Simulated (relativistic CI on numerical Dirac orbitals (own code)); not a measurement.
## Tm3+: resonant inelastic scattering at the M4,5 edge

Computed with this model: Dirac-Coulomb-Breit CI, KLI orbitals optimised for each configuration, model QED (radiative potential, 1s self-energy scaled to tabulated hydrogen-like ionisation energies), valence Slater integrals scaled by 0.8, Kramers-Heisenberg scattering through one core-hole configuration in a parametric crystal field; configurations [Xe] 4f12 → [Ar] 3d9 4s2 4p6 4d10 4f13 5s2 5p6; 10 K; core-hole width 0.6 eV; summed over polarisations. Incident energies are the highest absorption maxima for each field (at most a few, so the weaker spin-orbit partner edge can be absent), on the computed scale of the free ion. Intensities are in per cent of the strongest line above 0.02 eV; levels within 1 cm⁻¹ are merged; final levels count from the ground level, the first row holds all elastic scattering, lines under 0.4 are left out and each table stops after 24 rows. The scale of the Slater integrals is a model choice and moves the terms in proportion.

Field parameters in Wybourne normalisation. The field is a parameter set, without covalency.

S is read from ⟨S²⟩ = S(S + 1).

D4h, B20 = 370, B40 = 1990, B44 = 1400, B60 = -470, B64 = 560 cm⁻¹:

| Final level (eV) | Degeneracy | Irrep | S | 1462.9 eV | 1464.9 eV |
| --- | --- | --- | --- | --- | --- |
| 0.000 | 1 | A1 | 0.99 | 31.2 | 229.2 |
| 0.006 | 2 | E | 0.99 | 9.0 | 270.1 |
| 0.009 | 1 | B2 | 0.99 | 11.5 | 61.5 |
| 0.015 | 1 | A2 | 0.99 | 3.5 | 116.9 |
| 0.022 | 2 | E | 0.99 | 14.9 | 100.0 |
| 0.063 | 1 | A1 | 0.99 | 1.8 | 12.5 |
| 0.068 | 2 | E | 0.99 | 2.0 | 13.6 |
| 0.088 | 1 | B2 | 0.99 | 0.7 | 3.9 |
| 0.089 | 1 | B1 | 0.99 | 0.6 | 4.3 |
| 0.665 | 1 | B2 | 0.73 | 0.0 | 6.9 |
| 0.669 | 2 | E | 0.74 | 0.1 | 13.8 |
| 0.696 | 1 | A1 | 0.74 | 0.7 | 4.8 |
| 0.699 | 1 | B1 | 0.74 | 0.8 | 3.6 |
| 0.761 | 1 | A1 | 0.76 | 0.6 | 0.5 |
| 1.014 | 2 | E | 1.00 | 0.6 | 0.3 |
| 1.537 | 2 | E | 0.92 | 0.1 | 5.4 |
| 1.538 | 1 | B2 | 0.92 | 0.0 | 2.4 |
| 1.566 | 1 | A1 | 0.91 | 0.0 | 1.1 |
| 1.586 | 1 | A1 | 0.91 | 0.1 | 1.8 |
| 1.588 | 1 | B1 | 0.91 | 0.1 | 1.7 |
| 2.488 | 1 |  | 0.60 | 0.0 | 1.6 |
| 2.496 | 2 |  | 0.60 | 0.1 | 3.2 |
| 2.537 | 1 |  | 0.61 | 0.0 | 1.2 |
| 2.540 | 1 |  | 0.61 | 0.0 | 0.6 |

D4h, B20 = -1230, B40 = 930, B44 = -250, B60 = -350, B64 = -670 cm⁻¹:

| Final level (eV) | Degeneracy | Irrep | S | 1462.9 eV | 1464.9 eV |
| --- | --- | --- | --- | --- | --- |
| 0.000 | 2 | E | 0.99 | 25.2 | 296.7 |
| 0.004 | 1 | B1 | 0.99 | 3.5 | 33.3 |
| 0.004 | 1 | B2 | 0.99 | 3.6 | 34.1 |
| 0.023 | 2 | A1+A2 | 0.99 | 9.5 | 100.0 |
| 0.045 | 2 | E | 0.99 | 2.2 | 14.4 |
| 0.056 | 1 | B1 | 0.99 | 0.1 | 0.6 |
| 0.081 | 1 | A1 | 0.99 | 0.1 | 1.6 |
| 0.081 | 2 | E | 0.99 | 0.7 | 4.7 |
| 0.692 | 2 | E | 0.74 | 0.3 | 8.8 |
| 0.695 | 1 | A1 | 0.74 | 0.0 | 1.2 |
| 0.712 | 1 | A2 | 0.74 | 0.1 | 3.3 |
| 0.732 | 1 | A1 | 0.76 | 0.0 | 2.2 |
| 1.010 | 2 | E | 1.00 | 0.3 | 0.7 |
| 1.016 | 2 | A1+A2 | 1.00 | 0.6 | 0.7 |
| 1.040 | 2 | E | 1.00 | 0.2 | 0.5 |
| 1.541 | 1 | A1 | 0.92 | 0.0 | 1.0 |
| 1.546 | 2 | E | 0.92 | 0.1 | 4.6 |
| 1.548 | 1 | A2 | 0.92 | 0.0 | 1.1 |
| 2.522 | 2 | E | 0.60 | 0.0 | 3.0 |
| 2.526 | 1 |  | 0.60 | 0.0 | 0.4 |
| 2.535 | 1 |  | 0.59 | 0.0 | 0.6 |
| 4.091 | 2 |  | 0.02 | 0.1 | 0.5 |
| 4.180 | 2 |  | 0.02 | 0.2 | 2.1 |

D3h, B20 = 850, B40 = 270, B60 = 120, B66 = -100 cm⁻¹:

| Final level (eV) | Degeneracy | S | 1462.9 eV | 1464.9 eV |
| --- | --- | --- | --- | --- |
| 0.000 | 3 | 0.99 | 403.6 | 4613.9 |
| 0.001 | 2 | 0.99 | 97.1 | 1175.0 |
| 0.004 | 1 | 0.99 | 32.5 | 255.8 |
| 0.008 | 1 | 0.99 | 31.2 | 218.6 |
| 0.018 | 2 | 0.99 | 11.1 | 62.9 |
| 0.036 | 2 | 0.99 | 0.6 | 5.9 |
| 0.057 | 2 | 0.99 | 0.1 | 1.1 |
| 0.671 | 1 | 0.74 | 0.0 | 0.8 |
| 0.674 | 1 | 0.75 | 0.0 | 2.5 |
| 0.678 | 2 | 0.75 | 0.4 | 18.8 |
| 0.681 | 2 | 0.75 | 0.2 | 12.0 |
| 0.682 | 2 | 0.74 | 3.2 | 100.0 |
| 0.682 | 1 | 0.74 | 2.6 | 72.1 |
| 1.004 | 1 | 1.00 | 3.4 | 1.9 |
| 1.005 | 2 | 1.00 | 5.6 | 4.4 |
| 1.008 | 2 | 1.00 | 2.9 | 4.4 |
| 1.016 | 1 | 1.00 | 0.4 | 1.1 |
| 1.018 | 1 | 1.00 | 0.3 | 1.1 |
| 1.532 | 2 | 0.92 | 1.1 | 43.8 |
| 1.533 | 3 | 0.92 | 1.1 | 44.8 |
| 1.542 | 1 | 0.91 | 0.0 | 1.1 |
| 2.512 | 1 | 0.60 | 0.3 | 17.3 |
| 2.513 | 2 | 0.60 | 0.4 | 24.8 |
| 2.514 | 3 | 0.60 | 0.2 | 8.9 |

For the first field the strongest loss at the lowest incident energy is the level at 0.02 eV (S = 0.99, against 0.99 in the thermal ground state).
